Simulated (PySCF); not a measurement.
Ligands exchanged one at a time, B NH2-I. Gas-phase values, no solvent. Strings in code marks are SMILES.

Method: PBE-D3(BJ)/def2-TZVP // r2SCAN-D4/def2-TZVP in PySCF. All candidates: neutral, multiplicity 1. Excitations are Tamm–Dancoff values on a coarser integration grid. The basis has no diffuse functions, so Rydberg states are missing or too high.

HOMO–LUMO gap: 3.02 eV
T1 excitation (TDA): 2.94 eV
LUMO: -3.25 eV

Question: Say which member has these values.
A) `IB(I)I`
B) `NB(I)I`
C) `NB(N)I`

Answer: A, `IB(I)I`. The others give `NB(I)I`: 4.66 eV, 4.59 eV, -1.51 eV; `NB(N)I`: 5.66 eV, 5.49 eV, -0.28 eV
